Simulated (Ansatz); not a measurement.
A nudged elastic band was laid between two geometries of BH$_{6}$NSSi (10 atoms, charge 0, multiplicity 1).

Method: RKS BHLYP-D4/6-31G* in Ansatz 0.2.0.

```json
{
  "movable images": "7",
  "climbing image": "yes",
  "spring": "5.0 eV/Å²",
  "optimiser": "quadratic models (default)",
  "start path": "through a guess of the saddle point",
  "force threshold": "0.05 eV/Å",
  "iteration limit": "60",
  "end points": "relaxed"
}
```

Image 0:

```xyz
10
Properties=species:S:1:pos:R:3
Si -1.522 0.147 -0.763
N 0.090 -0.408 -0.397
B 0.918 0.061 0.632
S 2.584 -0.641 0.849
H -2.488 -0.968 -0.685
H -1.868 1.184 0.221
H -1.589 0.702 -2.130
H 0.461 -1.134 -0.989
H 0.543 0.913 1.364
H 2.954 0.093 1.900
```

Image 8:

```xyz
10
Properties=species:S:1:pos:R:3
Si -1.444 0.106 -0.760
N 0.165 -0.262 -0.192
B 0.820 0.345 0.889
S 2.498 -0.066 1.448
H -2.298 -1.098 -0.715
H -1.996 1.152 0.112
H -1.408 0.577 -2.160
H 0.664 -0.979 -0.693
H 0.281 1.194 1.515
H 2.801 -1.020 0.559
```

What changes between the two ends?

No bond is made or broken. The dihedral N2–B3–S4–H10 goes from 180 to 0°.

What energy profile does the band end with?

The forces met the threshold. The highest image is number 5 of 0 to 8, 9.0 kcal/mol above the first end and 8.6 kcal/mol above the last; the last end lies 0.5 kcal/mol above the first. A vibrational analysis at the climbing image gives one clearly imaginary mode, 377i cm⁻¹: a first-order saddle point.

```
image  path coordinate (Å)  energy (kcal/mol)  dihedral N2–B3–S4–H10 (°)
    0                 0.00                0.0                        180
    1                 0.42                0.0                       -180
    2                 0.85                1.0                       -163
    3                 1.27                3.9                       -139
    4                 1.69                7.4                       -113
    5                 2.12                9.0                        -86
    6                 2.64                6.2                        -51
    7                 3.17                1.4                        -15
    8                 3.69                0.5                          0
```

What is the geometry of the highest image?


```xyz
10
Properties=species:S:1:pos:R:3
Si -1.502 0.034 -0.727
N 0.198 -0.185 -0.362
B 0.916 0.420 0.663
S 2.743 0.047 0.868
H -2.244 -1.226 -0.523
H -2.020 1.076 0.170
H -1.664 0.437 -2.137
H 0.724 -0.809 -0.954
H 0.381 1.196 1.383
H 2.549 -1.041 1.623
```

What are the harmonic wavenumbers there?

377i, 79, 122, 192, 311, 618, 675, 743, 782, 823, 843, 952, 983, 998, 1027, 1141, 1275, 1475, 2332, 2338, 2375, 2747, 2784, 3663 cm⁻¹.

The run took 10 min on 1 thread of AMD EPYC 9R14 (Zen 4), with other jobs on the host, peak memory 0.18 GiB.
